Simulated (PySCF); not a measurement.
PySCF input (MN15/def2-TZVPD):

```python
from pyscf import gto, scf, dft

mol = gto.M(
    atom='''
    Cs   -0.00000000   -0.00000000   -1.77065809
    I     0.00000000    0.00000000    1.83747538
    ''',
    basis='def2-tzvpd',
    ecp='def2-tzvp',
    charge=-1,
    spin=1,
    symmetry='C2v',
    verbose=4,
)

mf = dft.UKS(mol, xc='mn15').density_fit(auxbasis='def2-universal-jkfit')
mf.grids.level = 4
mf.conv_tol = 1e-9
mf.max_cycle = 100
mf.max_memory = 1500
mf.kernel()
if not mf.converged:
    mf = mf.newton()
    mf.kernel(mf.make_rdm1())
mf.analyze()
```

Output:

```
PySCF version 2.14.0

[INPUT] verbose = 4
[INPUT] num. atoms = 2
[INPUT] num. electrons = 35
[INPUT] charge = -1
[INPUT] spin (= nelec alpha-beta = 2S) = 1
[INPUT] symmetry C2v subgroup None
[INPUT] Mole.unit = angstrom
[INPUT] Symbol           X                Y                Z      unit          X                Y                Z       unit  Magmom
[INPUT]  1 Cs     0.000000000000   0.000000000000  -1.770658090000 AA    0.000000000000   0.000000000000  -3.346058850345 Bohr   0.0
[INPUT]  2 I      0.000000000000   0.000000000000   1.837475380000 AA    0.000000000000   0.000000000000   3.472325228831 Bohr   0.0

nuclear repulsion = 32.9990210858248
point group symmetry = Coov, use subgroup C2v
symmetry origin: [0.00000000e+00 0.00000000e+00 3.32451841e-09]
symmetry axis x: [1. 0. 0.]
symmetry axis y: [0. 1. 0.]
symmetry axis z: [0. 0. 1.]
num. orbitals of irrep A1 = 40
num. orbitals of irrep A2 = 9
num. orbitals of irrep B1 = 21
num. orbitals of irrep B2 = 21
number of shells = 31
number of NR pGTOs = 147
number of NR cGTOs = 91
basis = def2-tzvpd
ecp = def2-tzvp

******** <class 'pyscf.df.df_jk.DFSymAdaptedUKS'> ********
method = DFSymAdaptedUKS
initial guess = minao
damping factor = 0
level_shift factor = 0
DIIS = <class 'pyscf.scf.diis.CDIIS'>
diis_start_cycle = 1
diis_space = 8
diis_damp = 0
SCF conv_tol = 1e-09
SCF conv_tol_grad = None
SCF max_cycles = 100
direct_scf = False
number electrons alpha = 18  beta = 17
XC library pyscf.dft.libxc version 7.1.2
    S. Lehtola, C. Steigemann, M. J. T. Oliveira, and M. A. L. Marques,  SoftwareX 7, 1–5 (2018)
XC functionals = mn15
    H. S. Yu, X. He, S. L. Li, and D. G. Truhlar,  Chem. Sci. 7, 5032–5051 (2016)
    H. S. Yu, X. He, S. L. Li, and D. G. Truhlar,  Chem. Sci. 7, 5032–5051 (2016)
radial grids:
    Treutler-Ahlrichs [JCP 102, 346 (1995); DOI:10.1063/1.469408] (M4) radial grids

becke partition: Becke, JCP 88, 2547 (1988); DOI:10.1063/1.454033
pruning grids: <function nwchem_prune>
grids dens level: 4
symmetrized grids: C2v
atomic radii adjust function: <function treutler_atomic_radii_adjust>
small_rho_cutoff = 0
Freeze 0 electrons in irreps []
    35 free electrons in irreps A1 A2 B1 B2
Set gradient conv threshold to 3.16228e-05
[...]
beta  HOMO (B2) = -0.10501027682777  LUMO (A1) = 0.0906888697614745
  HOMO = 0.0107537569153  LUMO = 0.0775554964711  gap/eV = 1.81777
Extra cycle  E= -317.213924658849  delta_E= -1.36e-11  |g|= 1.87e-06  |ddm|= 2.37e-05
converged SCF energy = -317.213924658849  <S^2> = 0.75132907  2S+1 = 2.0013286
**** SCF Summaries ****
Total Energy =                        -317.213924658849351
Nuclear Repulsion Energy =              32.999021085824751
One-electron Energy =                 -622.944191556175724
Two-electron Energy =                  272.731245811501594
Two-electron Coulomb Energy =          297.429928040345203
DFT Exchange-Correlation Energy =      -24.698682228843609
HOMO-LUMO gap [eV] =                     1.817767921860898
Wave-function symmetry = A1
alpha occupancy for each irrep:     A1   A2   B1   B2
                                     9    1    4    4
beta  occupancy for each irrep:     A1   A2   B1   B2
                                     8    1    4    4
**** MO energy ****
alpha MO #1 (A1 #1), energy= -6.34903904903793 occ= 1
alpha MO #2 (A1 #2), energy= -4.4838866373163 occ= 1
alpha MO #3 (B1 #1), energy= -4.4837203567792 occ= 1
alpha MO #4 (B2 #1), energy= -4.48372035677919 occ= 1
alpha MO #5 (A1 #3), energy= -1.70763769295426 occ= 1
alpha MO #6 (B1 #2), energy= -1.70747620324934 occ= 1
alpha MO #7 (B2 #2), energy= -1.70747620324934 occ= 1
alpha MO #8 (A1 #4), energy= -1.70728381582886 occ= 1
alpha MO #9 (A2 #1), energy= -1.7072777943403 occ= 1
alpha MO #10 (A1 #5), energy= -0.980786221245021 occ= 1
alpha MO #11 (A1 #6), energy= -0.5199607762122 occ= 1
alpha MO #12 (B1 #3), energy= -0.44508115204293 occ= 1
alpha MO #13 (B2 #3), energy= -0.445081152042929 occ= 1
alpha MO #14 (A1 #7), energy= -0.43786716164845 occ= 1
alpha MO #15 (A1 #8), energy= -0.111723044986842 occ= 1
alpha MO #16 (B1 #4), energy= -0.105336552037102 occ= 1
alpha MO #17 (B2 #4), energy= -0.105336552037102 occ= 1
alpha MO #18 (A1 #9), energy= 0.0107537569153022 occ= 1
alpha MO #19 (B1 #5), energy= 0.0775554964711214 occ= 0
alpha MO #20 (B2 #5), energy= 0.077555496471124 occ= 0
alpha MO #21 (A1 #10), energy= 0.0809830550887698 occ= 0
alpha MO #22 (A1 #11), energy= 0.0979958495678739 occ= 0
alpha MO #23 (A1 #12), energy= 0.107538533464361 occ= 0
alpha MO #24 (A2 #2), energy= 0.107539260017095 occ= 0
alpha MO #25 (B1 #6), energy= 0.119922319702868 occ= 0
alpha MO #26 (B2 #6), energy= 0.119922319702863 occ= 0
alpha MO #27 (A1 #13), energy= 0.137091686150215 occ= 0
alpha MO #28 (B1 #7), energy= 0.143897199743019 occ= 0
alpha MO #29 (B2 #7), energy= 0.143897199743019 occ= 0
alpha MO #30 (A1 #14), energy= 0.149169890363971 occ= 0
alpha MO #31 (A2 #3), energy= 0.171855008742232 occ= 0
alpha MO #32 (A1 #15), energy= 0.171855676313644 occ= 0
alpha MO #33 (A1 #16), energy= 0.173731774704611 occ= 0
alpha MO #34 (B1 #8), energy= 0.186338445764175 occ= 0
alpha MO #35 (B2 #8), energy= 0.186338445764173 occ= 0
alpha MO #36 (B1 #9), energy= 0.193029732513606 occ= 0
alpha MO #37 (B2 #9), energy= 0.193029732513602 occ= 0
alpha MO #38 (A1 #17), energy= 0.235981953639423 occ= 0
alpha MO #39 (A2 #4), energy= 0.270139275441223 occ= 0
alpha MO #40 (A1 #18), energy= 0.270140618110586 occ= 0
alpha MO #41 (A1 #19), energy= 0.282198666443557 occ= 0
alpha MO #42 (A1 #20), energy= 0.301670432646483 occ= 0
alpha MO #43 (B1 #10), energy= 0.312661513907941 occ= 0
alpha MO #44 (B2 #10), energy= 0.312661513907937 occ= 0
alpha MO #45 (B1 #11), energy= 0.445618607368113 occ= 0
alpha MO #46 (B2 #11), energy= 0.445618607368116 occ= 0
alpha MO #47 (A1 #21), energy= 0.465633503034621 occ= 0
alpha MO #48 (A2 #5), energy= 0.491369197772779 occ= 0
alpha MO #49 (A1 #22), energy= 0.491369903792477 occ= 0
alpha MO #50 (B1 #12), energy= 0.500922131512994 occ= 0
alpha MO #51 (B2 #12), energy= 0.500922131512989 occ= 0
alpha MO #52 (A1 #23), energy= 0.519962966190709 occ= 0
alpha MO #53 (A1 #24), energy= 0.56186913617735 occ= 0
alpha MO #54 (B1 #13), energy= 0.581757412956789 occ= 0
alpha MO #55 (B2 #13), energy= 0.581757412956779 occ= 0
alpha MO #56 (A2 #6), energy= 0.582809466357742 occ= 0
alpha MO #57 (A1 #25), energy= 0.582814913368838 occ= 0
alpha MO #58 (B1 #14), energy= 0.613811515114785 occ= 0
alpha MO #59 (B2 #14), energy= 0.613811515114771 occ= 0
alpha MO #60 (A1 #26), energy= 0.635137083110655 occ= 0
alpha MO #61 (A1 #27), energy= 0.731797361652266 occ= 0
alpha MO #62 (A1 #28), energy= 0.845236225576389 occ= 0
alpha MO #63 (A1 #29), energy= 1.07513938402096 occ= 0
alpha MO #64 (A2 #7), energy= 1.07515309933392 occ= 0
alpha MO #65 (B1 #15), energy= 1.07693047672287 occ= 0
alpha MO #66 (B2 #15), energy= 1.07693047672287 occ= 0
alpha MO #67 (B1 #16), energy= 1.07947612832901 occ= 0
alpha MO #68 (B2 #16), energy= 1.07947612832901 occ= 0
alpha MO #69 (A1 #30), energy= 1.10824242260544 occ= 0
alpha MO #70 (B1 #17), energy= 1.42521599165466 occ= 0
alpha MO #71 (B2 #17), energy= 1.4252159916547 occ= 0
alpha MO #72 (A1 #31), energy= 1.49544549958957 occ= 0
alpha MO #73 (A1 #32), energy= 1.67650187214117 occ= 0
alpha MO #74 (A2 #8), energy= 1.67650673467836 occ= 0
alpha MO #75 (B1 #18), energy= 1.69226956271561 occ= 0
alpha MO #76 (B2 #18), energy= 1.6922695627156 occ= 0
alpha MO #77 (A1 #33), energy= 1.72165077610732 occ= 0
alpha MO #78 (A1 #34), energy= 3.20116753932836 occ= 0
alpha MO #79 (A2 #9), energy= 3.20119337683316 occ= 0
alpha MO #80 (B1 #19), energy= 3.20158670967411 occ= 0
alpha MO #81 (B2 #19), energy= 3.20158670967411 occ= 0
alpha MO #82 (B1 #20), energy= 3.20387519944445 occ= 0
alpha MO #83 (B2 #20), energy= 3.20387519944445 occ= 0
alpha MO #84 (A1 #35), energy= 3.21433341805596 occ= 0
alpha MO #85 (A1 #36), energy= 4.29452042184436 occ= 0
alpha MO #86 (A1 #37), energy= 20.018127188094 occ= 0
alpha MO #87 (B1 #21), energy= 33.9954337079686 occ= 0
alpha MO #88 (B2 #21), energy= 33.9954337079686 occ= 0
alpha MO #89 (A1 #38), energy= 34.0554629934879 occ= 0
alpha MO #90 (A1 #39), energy= 41.9318656080628 occ= 0
alpha MO #91 (A1 #40), energy= 118.531820851065 occ= 0
beta  MO #1 (A1 #1), energy= -6.34903991054952 occ= 1
beta  MO #2 (A1 #2), energy= -4.48382462924013 occ= 1
beta  MO #3 (B1 #1), energy= -4.48368104935061 occ= 1
beta  MO #4 (B2 #1), energy= -4.48368104935061 occ= 1
beta  MO #5 (A1 #3), energy= -1.70749709673892 occ= 1
beta  MO #6 (B1 #2), energy= -1.70736203472771 occ= 1
beta  MO #7 (B2 #2), energy= -1.70736203472771 occ= 1
beta  MO #8 (A1 #4), energy= -1.70721544190491 occ= 1
beta  MO #9 (A2 #1), energy= -1.70720948967363 occ= 1
beta  MO #10 (A1 #5), energy= -0.978733961678543 occ= 1
beta  MO #11 (A1 #6), energy= -0.518815382143167 occ= 1
[...]
```
